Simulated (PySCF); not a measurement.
Cr(SH)2 holds Cr(II), d4, at total charge 0. The structure is a PBE0-D3(BJ)/def2-TZVP geometry optimised for multiplicity 5; coordination linear, point group C2h, metal–donor distances 2.26 Å.

Method (PySCF 2.14, density fitting): CASSCF(4,5) with orbitals averaged over all microstates of the shell, strongly contracted NEVPT2 on the averaged canonical orbitals; basis x2c-TZVPall on the metal, x2c-SVPall elsewhere; spin-free X2C; gas phase; spin-orbit coupling by state interaction with the mean-field operator over all roots.

CASSCF energies above the lowest CASSCF root:

```
state  CASSCF / cm⁻¹
  5Bg              0
  5Ag            297
  5Ag           4215
  5Bg           5916
  5Ag           6000
  3Bg          18631
  3Bg          18980
  3Ag          18991
  3Bg          19236
  3Ag          19808
  3Bg          19907
  3Ag          20218
  3Ag          20366
  3Bg          20442
  3Ag          21420
  3Bg          21655
  3Bg          21875
  3Ag          22222
  3Bg          22322
  3Bg          22658
  3Ag          23100
  3Bg          23361
```

Task: How does dynamic correlation (SC-NEVPT2) move these states?

Result: 
```json
{"state": "5Bg", "NEVPT2 / cm⁻¹": "0", "shift / cm⁻¹": "0"}
{"state": "5Ag", "NEVPT2 / cm⁻¹": "2910", "shift / cm⁻¹": "+2614"}
{"state": "5Ag", "NEVPT2 / cm⁻¹": "5520", "shift / cm⁻¹": "+1304"}
{"state": "5Bg", "NEVPT2 / cm⁻¹": "7295", "shift / cm⁻¹": "+1379"}
{"state": "5Ag", "NEVPT2 / cm⁻¹": "7425", "shift / cm⁻¹": "+1425"}
{"state": "3Bg", "NEVPT2 / cm⁻¹": "17704", "shift / cm⁻¹": "-926"}
{"state": "3Bg", "NEVPT2 / cm⁻¹": "18282", "shift / cm⁻¹": "-698"}
{"state": "3Ag", "NEVPT2 / cm⁻¹": "18429", "shift / cm⁻¹": "-562"}
{"state": "3Bg", "NEVPT2 / cm⁻¹": "18218", "shift / cm⁻¹": "-1019"}
{"state": "3Ag", "NEVPT2 / cm⁻¹": "20459", "shift / cm⁻¹": "+651"}
{"state": "3Bg", "NEVPT2 / cm⁻¹": "20843", "shift / cm⁻¹": "+937"}
{"state": "3Ag", "NEVPT2 / cm⁻¹": "20395", "shift / cm⁻¹": "+177"}
{"state": "3Ag", "NEVPT2 / cm⁻¹": "20498", "shift / cm⁻¹": "+133"}
{"state": "3Bg", "NEVPT2 / cm⁻¹": "20682", "shift / cm⁻¹": "+240"}
{"state": "3Ag", "NEVPT2 / cm⁻¹": "19873", "shift / cm⁻¹": "-1547"}
{"state": "3Bg", "NEVPT2 / cm⁻¹": "20605", "shift / cm⁻¹": "-1050"}
{"state": "3Bg", "NEVPT2 / cm⁻¹": "20689", "shift / cm⁻¹": "-1186"}
{"state": "3Ag", "NEVPT2 / cm⁻¹": "21796", "shift / cm⁻¹": "-426"}
{"state": "3Bg", "NEVPT2 / cm⁻¹": "20755", "shift / cm⁻¹": "-1567"}
{"state": "3Bg", "NEVPT2 / cm⁻¹": "20605", "shift / cm⁻¹": "-2052"}
{"state": "3Ag", "NEVPT2 / cm⁻¹": "22035", "shift / cm⁻¹": "-1066"}
{"state": "3Bg", "NEVPT2 / cm⁻¹": "22169", "shift / cm⁻¹": "-1192"}
```

NEVPT2 lifts 5Ag from 4215 to 5520 cm⁻¹; on the d shell alone such lifts tend to overshoot. Gaps between spin states lean to high spin in this active space.
